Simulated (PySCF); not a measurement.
Species: C7H12BF.
Structure used (PBE0-D3(BJ)/def2-SVP), in Å, numbered top down from 1:
```xyz
21
C7H12BF angstrom
F      3.2394   -0.5755   -1.6043
C      3.2087   -0.0998   -0.3568
C      2.0718    0.1661    0.2785
C      0.6972   -0.0116   -0.2891
C     -0.0171    1.3378   -0.4665
B     -1.5655    1.2694   -0.6757
C     -2.3508   -0.0091   -0.2391
C     -1.5023   -1.2675   -0.0584
C     -0.1411   -0.9726    0.5639
H      4.2099    0.0412    0.0603
H      2.1622    0.5591    1.2972
H      0.8080   -0.4698   -1.2869
H      0.0575    1.9237    0.4790
H      0.4944    1.9750   -1.2066
H     -2.1672    2.2561   -1.0499
H     -3.2504   -0.1873   -0.8516
H     -2.7649    0.3155    0.7433
H     -1.3393   -1.7393   -1.0438
H     -2.0342   -2.0198    0.5473
H     -0.2759   -0.5377    1.5730
H      0.4186   -1.9108    0.7070
```

All values: PBE0/pcSseg-1 (PySCF, non-relativistic), on one gas-phase PBE0-D3(BJ)/def2-SVP geometry that isn't relaxed in the solvent. The solvent is an IEF-PCM continuum (Bondi radii, 1.10 Å for H, scaled by 1.2). The model holds no explicit solvent molecules, cavitation or dispersion.

```tsv
run	E − E(gas) (kJ/mol)	HOMO (eV)	HOMO–LUMO gap (eV)	dipole (D)
gas	0.00	-7.11	6.38	1.42
P	-9.72	-7.07	6.48	1.81
Q	-5.07	-7.08	6.43	1.60
```

The runs were made in benzene and dichloromethane. Which run belongs to which solvent?

P = dichloromethane, Q = benzene. The dielectric constants are 2.271 (benzene), 8.93 (dichloromethane), and the energy falls further as ε rises. In this model the ground state sees the solvent through ε alone.

How constant is the ratio of the lowering to (ε − 1)/(2ε + 1)?

```csv
solvent,(ε − 1)/(2ε + 1),E − E(gas) (kJ/mol),ratio (kJ/mol),polarisation term (kJ/mol)
benzene,0.229,-5.07,-22.1,-5.32
dichloromethane,0.420,-9.72,-23.1,-10.72
```

The ratio changes by +4.6 % in size from benzene to dichloromethane. The polarisation term is half the interaction of the solute with the induced surface charges.

On one thread of an Arm Neoverse N1, no GPU, shared host with 64 logical CPUs at a one-minute load of 61, this took 77 s wall and 1.2 GiB of memory at its peak. This is the whole shielding run at PBE0/pcSseg-1 in dichloromethane, SCF included.
